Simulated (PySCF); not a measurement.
Potential energy curve for H₂ (cation, charge +1), doublet.

Method: CCSD(T) on UHF/aug-cc-pVTZ in PySCF.

Q: Relative to R = 1.06 Å, what are the energies at R = 0.94, 1.82, 2.72, 3.29 Å?

A: 2.0 kcal/mol at 0.94 Å, 25.0 kcal/mol at 1.82 Å, 50.5 kcal/mol at 2.72 Å, 58.0 kcal/mol at 3.29 Å.
